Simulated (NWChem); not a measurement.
The numbers come from NWChem runs, not from measurements. System: CuF, charge 0, spin multiplicity 1, at a geometry optimised with B3LYP/def2-SVP. The structure started from a generated list of species. Level: EOM-CCSD/def2-SVPD, 10 core orbitals frozen.

Output (cleaned and shortened):

```
             Northwest Computational Chemistry Package (NWChem) 7.3.0
             --------------------------------------------------------

                                NWChem Input Module
                                -------------------

 Scaling coordinates for geometry "geometry" by  1.889725989
 (inverse scale =  0.529177249)

 Turning off AUTOSYM since
 SYMMETRY directive was detected!

                             Geometry "geometry" -> ""
                             -------------------------

 Output coordinates in angstroms (scale by  1.889725989 to convert to a.u.)

  No.       Tag          Charge          X              Y              Z
 ---- ---------------- ---------- -------------- -------------- --------------
    1 Cu                  29.0000     0.00000000     0.00000000    -0.41458500
    2 F                    9.0000     0.00000000     0.00000000     1.33588600

 Effective nuclear repulsion energy (a.u.)      78.9017710027

            Nuclear Dipole moment (a.u.)
            ----------------------------
        X                 Y               Z
 ---------------- ---------------- ----------------
     0.0000000000     0.0000000000     0.0000170075

      Symmetry information
      --------------------

 Group name             C2v
 Group number             16
 Group order               4
 No. of unique centers     2

      Symmetry unique atoms

     1    2


 Summary of "ao basis" -> "" (spherical)
 ------------------------------------------------------------------------------
       Tag                 Description            Shells   Functions and Types
 ---------------- ------------------------------  ------  ---------------------
 *                         def2-svpd                  on all atoms

 Summary of "ao basis" -> "ao basis" (spherical)
 ------------------------------------------------------------------------------
       Tag                 Description            Shells   Functions and Types
 ---------------- ------------------------------  ------  ---------------------
 Cu                        def2-svpd                12       34   5s4p2d1f
 F                         def2-svpd                 9       23   4s3p2d

                                 NWChem SCF Module
                                 -----------------

  ao basis        = "ao basis"
  functions       =    57
  atoms           =     2
  closed shells   =    19
  open shells     =     0
  charge          =   0.00
[...]
 Iteration   6 using    6 trial vectors
   0.0285316732335   0.0819828697881    2.23087     0.2     0.2

 Iteration   7 using    7 trial vectors
   0.0128891920356   0.0808786304201    2.20082     0.2     0.2

 Iteration   8 using    8 trial vectors
   0.0051921802821   0.0811510430804    2.20823     0.2     0.2

 Iteration   9 using    9 trial vectors
   0.0022908980622   0.0811413127265    2.20797     0.2     0.2

 Iteration  10 using   10 trial vectors
   0.0012669503101   0.0810813523369    2.20634     0.2     0.2

 Iteration  11 using   11 trial vectors
   0.0004911265596   0.0810975437578    2.20678     0.2     0.2

 Iteration  12 using   12 trial vectors
   0.0002064094131   0.0810930049995    2.20665     0.2     0.2

 Iteration  13 using   13 trial vectors
   0.0001061586302   0.0810924284147    2.20664     0.2     0.2

 Iteration  14 using   14 trial vectors
   0.0000482344162   0.0810927815826    2.20665     0.2     0.2

 Iteration  15 using   15 trial vectors
   0.0000198677538   0.0810924635439    2.20664     0.2     0.2

 Iteration  16 using   16 trial vectors
   0.0000087626037   0.0810926109341    2.20664     0.2     0.2
 --------------------------------------------------------------
 Iterations converged
 ------------------

 Excited state root  1
 Excitation energy / hartree =        0.081092610934107
                   / eV      =        2.206643156911184
 largest EOMCCSD amplitudes: R1 and R2

 Singles contributions
    20a1  (alpha) ---    13b1  (alpha)       -0.4701161214
    20a1  (alpha) ---    17b1  (alpha)       -0.6814276362
    24a1  (alpha) ---    13b1  (alpha)       -0.2702947555
    24a1  (alpha) ---    17b1  (alpha)       -0.3343791028

 Doubles contributions

 =========================================
 Excited-state calculation ( b2  symmetry)
 =========================================
 Dim. of EOMCC iter. space      500

 EOMCCSD SOLVER TYPE  1
  maxdiff =   0.44947068484351216

 No. of initial right vectors    1

 EOM-CCSD right-hand side iterations
 --------------------------------------------------------------
      Residuum       Omega / hartree  Omega / eV    Cpu    Wall
 --------------------------------------------------------------

 Iteration   1 using    1 trial vectors
   0.8319234539231   0.3462567343436    9.42213     0.2     0.2

 Iteration   2 using    2 trial vectors
   0.1805948082101   0.1512818651443    4.11659     0.2     0.2

 Iteration   3 using    3 trial vectors
   0.1773251898161   0.1213921641586    3.30325     0.2     0.2

 Iteration   4 using    4 trial vectors
   0.1085793801170   0.0925823631920    2.51930     0.2     0.2

 Iteration   5 using    5 trial vectors
   0.0479624086023   0.0835295991902    2.27296     0.2     0.2

 Iteration   6 using    6 trial vectors
   0.0285316732335   0.0819828697880    2.23087     0.2     0.2

 Iteration   7 using    7 trial vectors
   0.0128891920356   0.0808786304201    2.20082     0.2     0.2

 Iteration   8 using    8 trial vectors
   0.0051921802821   0.0811510430804    2.20823     0.2     0.2

 Iteration   9 using    9 trial vectors
   0.0022908980622   0.0811413127265    2.20797     0.2     0.2

 Iteration  10 using   10 trial vectors
   0.0012669503101   0.0810813523369    2.20634     0.2     0.2

 Iteration  11 using   11 trial vectors
   0.0004911265596   0.0810975437578    2.20678     0.2     0.2

 Iteration  12 using   12 trial vectors
   0.0002064094131   0.0810930049995    2.20665     0.2     0.2

 Iteration  13 using   13 trial vectors
   0.0001061586302   0.0810924284147    2.20664     0.2     0.2

 Iteration  14 using   14 trial vectors
   0.0000482344162   0.0810927815826    2.20665     0.2     0.2

 Iteration  15 using   15 trial vectors
   0.0000198677538   0.0810924635438    2.20664     0.2     0.2

 Iteration  16 using   16 trial vectors
   0.0000087626037   0.0810926109341    2.20664     0.2     0.2
 --------------------------------------------------------------
 Iterations converged
 ------------------

 Excited state root  1
 Excitation energy / hartree =        0.081092610934100
                   / eV      =        2.206643156910998
 largest EOMCCSD amplitudes: R1 and R2

 Singles contributions
    20a1  (alpha) ---    14b2  (alpha)        0.4701161214
    20a1  (alpha) ---    18b2  (alpha)        0.6814276362
    24a1  (alpha) ---    14b2  (alpha)        0.2702947555
    24a1  (alpha) ---    18b2  (alpha)        0.3343791028

 Doubles contributions

 Task  times  cpu:       14.4s     wall:       14.4s

 Total times  cpu:       14.4s     wall:       14.4s
```

Question: Write an NWChem input that would produce this output.

Answer: Several could match; the one computed here: 
```
start mol
memory heap 100 mb stack 700 mb global 1900 mb
geometry units angstroms nocenter noautoz
  Cu     0.000000     0.000000    -0.414585
  F      0.000000     0.000000     1.335886
  symmetry group C2v
end
basis spherical
  * library def2-svpd
end
scf
  rhf
  nopen 0
  maxiter 100
  thresh 1e-7
  semidirect memsize 60000000 filesize 0
end
tce
  freeze core 10
  ccsd
  nroots 1
  2eorb
  2emet 13
  thresh 1e-5
  maxiter 200
  tilesize 24
end
task tce energy
```
